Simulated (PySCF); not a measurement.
How methods differ on the ionisation energy of Pb

Pb [Xe] 4f14 5d10 6s2 6p2 (3P) → Pb⁺ [Xe] 4f14 5d10 6s2 6p1 (2P), as a difference of total energies. Computed with PySCF 2.14 in aug-cc-pVDZ-PP with ECP60MDF (5s4p3d, 32 functions), with scalar relativity through the core potential. Correlated levels: valence: 5s2 5p6 5d10 frozen. The calculations carry no spin-orbit coupling.

| method | ionisation energy (eV) | difference from reference (eV) |
| --- | --- | --- |
| UHF | 6.574 | -0.843 |
| LDA | 7.171 | -0.246 |
| PBE | 6.984 | -0.433 |
| PBE0 | 7.020 | -0.397 |
| r2SCAN | 7.100 | -0.317 |
| wB97M-V | 6.928 | -0.489 |
| BHandHLYP | 6.909 | -0.508 |
| BLYP | 6.833 | -0.584 |
| wB97X-V | 6.846 | -0.571 |
| ROHF | 6.545 | -0.872 |
| MP2 (valence) | 6.775 | -0.642 |
| SCS-MP2 (valence) | 6.719 | -0.698 |

Reference: 7.417 eV (measured; NIST Atomic Spectra Database, ionization energies).

Spin-orbit coupling is strong in these open shells (close to jj coupling). The scalar numbers leave it out and a first-order estimate fails, so it can dominate the gap to the real levels.

Errors of the correlated levels include the incompleteness of this basis and the frozen core.
